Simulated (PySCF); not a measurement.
## Atomic charges against the basis set

CH₆BNO₂.
Cartesian coordinates in Å at the PBE0-D3(BJ)/def2-SVP level; atoms count from 1:
```xyz
11
CH6BNO2 angstrom
C      1.467    0.023    0.519
N      0.296    0.577   -0.107
B     -0.875   -0.155   -0.420
O     -0.922   -1.493   -0.128
O     -1.982    0.412   -1.011
H      1.324   -1.058    0.649
H      2.378    0.168   -0.090
H      1.662    0.455    1.517
H      0.333    1.572   -0.279
H     -1.758   -1.870   -0.414
H     -1.884    1.345   -1.211
```

PBE0 throughout (PySCF), one geometry, spherical d and f functions. Isolated species at its PBE0-D3(BJ)/def2-SVP geometry (one conformer only). Atoms taken as equivalent share a column and are averaged.

Mulliken charges (e):

| basis | functions | C1 | N2 | B3 | O4/O5 | H6/H7/H8 | H9 | H10/H11 |
| --- | --- | --- | --- | --- | --- | --- | --- | --- |
| STO-3G | 31 | -0.148 | -0.412 | +0.399 | -0.347 | +0.083 | +0.179 | +0.214 |
| 6-31G | 57 | -0.323 | -0.746 | +0.759 | -0.656 | +0.178 | +0.310 | +0.389 |
| pcSseg-0 | 57 | -0.409 | -0.891 | +0.910 | -0.681 | +0.226 | +0.309 | +0.382 |
| 6-31G* | 82 | -0.381 | -0.634 | +0.589 | -0.636 | +0.179 | +0.320 | +0.420 |
| cc-pVDZ | 100 | +0.001 | -0.148 | -0.036 | -0.158 | +0.046 | +0.072 | +0.146 |
| def2-SVP | 100 | +0.038 | -0.246 | +0.002 | -0.202 | +0.043 | +0.120 | +0.181 |
| aug-cc-pVDZ | 169 | +0.803 | -0.065 | +0.588 | -0.459 | -0.190 | -0.172 | +0.167 |
| 6-311+G(2d,p) | 171 | -0.401 | -0.557 | +1.232 | -0.756 | +0.145 | +0.206 | +0.298 |
| def2-TZVP | 191 | -0.270 | -0.356 | +0.328 | -0.465 | +0.129 | +0.197 | +0.322 |
| cc-pVTZ | 234 | -0.188 | -0.142 | +0.115 | -0.297 | +0.091 | +0.127 | +0.205 |
| IGLO-III | 235 | -0.324 | -0.402 | +0.794 | -0.582 | +0.124 | +0.164 | +0.281 |

IAO charges (e):

```csv
basis,functions,C1,N2,B3,O4/O5,H6/H7/H8,H9,H10/H11
STO-3G,31,-0.305,-0.373,+0.363,-0.401,+0.132,+0.203,+0.260
6-31G,57,-0.321,-0.449,+0.487,-0.567,+0.149,+0.253,+0.359
pcSseg-0,57,-0.303,-0.433,+0.456,-0.543,+0.143,+0.243,+0.348
6-31G*,82,-0.291,-0.462,+0.533,-0.577,+0.138,+0.248,+0.357
cc-pVDZ,100,-0.289,-0.454,+0.509,-0.572,+0.137,+0.250,+0.360
def2-SVP,100,-0.281,-0.447,+0.503,-0.568,+0.134,+0.246,+0.357
aug-cc-pVDZ,169,-0.301,-0.473,+0.525,-0.595,+0.143,+0.262,+0.374
"6-311+G(2d,p)",171,-0.303,-0.476,+0.533,-0.598,+0.144,+0.262,+0.374
def2-TZVP,191,-0.301,-0.474,+0.538,-0.597,+0.143,+0.260,+0.371
cc-pVTZ,234,-0.302,-0.473,+0.536,-0.595,+0.143,+0.260,+0.371
IGLO-III,235,-0.304,-0.477,+0.537,-0.599,+0.144,+0.263,+0.374
```

Hirshfeld charges (e):

| basis | functions | C1 | N2 | B3 | O4/O5 | H6/H7/H8 | H9 | H10/H11 |
| --- | --- | --- | --- | --- | --- | --- | --- | --- |
| STO-3G | 31 | +0.025 | -0.215 | +0.186 | -0.209 | +0.016 | +0.098 | +0.138 |
| 6-31G | 57 | -0.046 | -0.202 | +0.214 | -0.277 | +0.037 | +0.116 | +0.180 |
| pcSseg-0 | 57 | -0.051 | -0.199 | +0.221 | -0.280 | +0.036 | +0.115 | +0.183 |
| 6-31G* | 82 | -0.050 | -0.200 | +0.211 | -0.270 | +0.035 | +0.118 | +0.178 |
| cc-pVDZ | 100 | -0.060 | -0.199 | +0.216 | -0.265 | +0.036 | +0.119 | +0.173 |
| def2-SVP | 100 | -0.062 | -0.201 | +0.225 | -0.272 | +0.037 | +0.119 | +0.176 |
| aug-cc-pVDZ | 169 | -0.072 | -0.212 | +0.242 | -0.271 | +0.042 | +0.119 | +0.170 |
| 6-311+G(2d,p) | 171 | -0.065 | -0.214 | +0.243 | -0.274 | +0.040 | +0.120 | +0.172 |
| def2-TZVP | 191 | -0.069 | -0.211 | +0.241 | -0.275 | +0.040 | +0.121 | +0.174 |
| cc-pVTZ | 234 | -0.069 | -0.210 | +0.241 | -0.273 | +0.040 | +0.120 | +0.173 |
| IGLO-III | 235 | -0.073 | -0.213 | +0.246 | -0.274 | +0.041 | +0.119 | +0.171 |

ESP-fitted charges (e):

```
        basis  functions      C1      N2      B3   O4/O5  H6/H7/H8      H9  H10/H11
       STO-3G         31  -0.185  -0.447  +0.531  -0.504    +0.083  +0.244   +0.309
        6-31G         57  +0.030  -0.666  +0.775  -0.780    +0.050  +0.319   +0.477
     pcSseg-0         57  -0.079  -0.646  +0.801  -0.776    +0.077  +0.311   +0.467
       6-31G*         82  -0.039  -0.536  +0.544  -0.648    +0.059  +0.292   +0.428
      cc-pVDZ        100  -0.027  -0.454  +0.449  -0.593    +0.051  +0.261   +0.403
     def2-SVP        100  +0.007  -0.497  +0.526  -0.631    +0.043  +0.268   +0.414
  aug-cc-pVDZ        169  -0.015  -0.498  +0.541  -0.639    +0.053  +0.270   +0.411
6-311+G(2d,p)        171  -0.036  -0.526  +0.569  -0.666    +0.061  +0.286   +0.428
    def2-TZVP        191  -0.042  -0.512  +0.569  -0.662    +0.060  +0.280   +0.425
      cc-pVTZ        234  -0.044  -0.488  +0.535  -0.635    +0.058  +0.269   +0.412
     IGLO-III        235  -0.012  -0.510  +0.553  -0.648    +0.053  +0.274   +0.416
```

Some averages cover members that differ in this geometry, most widely: O4/O5, ESP-fitted in 6-31G -0.812 to -0.748; H6/H7/H8, Mulliken in aug-cc-pVDZ -0.227 to -0.167; H6/H7/H8, Mulliken in 6-31G +0.159 to +0.215; H6/H7/H8, ESP-fitted in IGLO-III +0.033 to +0.088 e.

Problem. Which scheme is steadiest as the basis changes?

Solution. Largest range over the bases for any column: Hirshfeld 0.10 e, IAO 0.20 e, ESP-fitted 0.35 e, Mulliken 1.27 e. Hirshfeld charges move least and Mulliken charges most, counted in e. Without the minimal STO-3G basis the ranges are Hirshfeld 0.03, IAO 0.08, ESP-fitted 0.35, Mulliken 1.27 e.

Problem. How much do the charges still move between the two largest bases, cc-pVTZ and IGLO-III?

Solution. At most, over all atoms: Mulliken 0.678 e, IAO 0.004 e, Hirshfeld 0.005 e, ESP-fitted 0.032 e.

Problem. What do the same runs give for the total energy, the frontier levels and the dipole moment?

Solution. 
```tsv
basis	energy (Eh)	HOMO (eV)	LUMO (eV)	μ (D)
STO-3G	-268.0080	-3.83	6.77	1.58
6-31G	-271.5074	-6.63	1.87	2.31
pcSseg-0	-270.9662	-6.71	1.61	2.26
6-31G*	-271.5829	-6.54	2.11	1.96
cc-pVDZ	-271.6167	-6.58	1.53	1.85
def2-SVP	-271.4040	-6.68	1.44	1.94
aug-cc-pVDZ	-271.6461	-6.94	-0.35	1.86
6-311+G(2d,p)	-271.6963	-6.96	-0.16	1.94
def2-TZVP	-271.7173	-6.91	0.59	1.93
cc-pVTZ	-271.7097	-6.85	0.85	1.85
IGLO-III	-271.7271	-6.94	0.25	1.87
```

The dipole is fixed by the density alone, so its range of 0.73 D shows that the density itself changes with the basis, not only its division among atoms.
